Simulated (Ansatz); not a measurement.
Start from `F[SiH2][SeH]` and change one atom or group to get `[SeH][SiH2][SeH]`.

Ansatz, PBE0-D4/def2-TZVP geometries, multiplicity 1. Each molecule was computed in one conformer, which needn't be the lowest.

Scalar relativity is left out up to krypton.

| property | `F[SiH2][SeH]` |
| --- | --- |
| HOMO energy (B3LYP/def2-TZVPP) / eV | -7.29 |
| size of the dipole moment (PBE/def2-TZVPP) / D | 1.05 |
| ideal-gas entropy at 298 K and 1 bar (rigid rotor, harmonic PBE0-D4/def2-TZVP) / J/(mol·K) | 306 |
| HOMO–LUMO gap (ωB97M-V/def2-TZVPP) / eV | 11.32 |
| size of the dipole moment (B3LYP/def2-TZVPP) / D | 1.13 |
| LUMO energy (PBE/def2-TZVPP) / eV | -1.09 |

Problem. Give the same properties after the change, and the shifts. (Estimate.)

Solution. Computed: 
| property | `[SeH][SiH2][SeH]` | shift |
| --- | --- | --- |
| HOMO energy (B3LYP/def2-TZVPP) / eV | -6.81 | 0.48 |
| size of the dipole moment (PBE/def2-TZVPP) / D | 0.11 | -0.94 |
| ideal-gas entropy at 298 K and 1 bar (rigid rotor, harmonic PBE0-D4/def2-TZVP) / J/(mol·K) | 337 | 31 |
| HOMO–LUMO gap (ωB97M-V/def2-TZVPP) / eV | 10.37 | -0.95 |
| size of the dipole moment (B3LYP/def2-TZVPP) / D | 0.03 | -1.10 |
| LUMO energy (PBE/def2-TZVPP) / eV | -1.47 | -0.38 |

With PBE0 the HOMO rises by 0.50 eV and the LUMO falls by 0.42 eV, so the gap narrows by about 0.92 eV. PBE moves the HOMO by 0.47 eV and ωB97M-V by 0.56 eV. The zero-point energy changes by 14.5 kJ/mol with +3 modes. Dipoles are sizes alone; their direction can turn.

B3LYP here is the variant with VWN-RPA as its local correlation; programs differ in this.

Spin–orbit coupling is left out; it splits and shifts lone-pair levels of the heavy atoms by tenths of an eV.
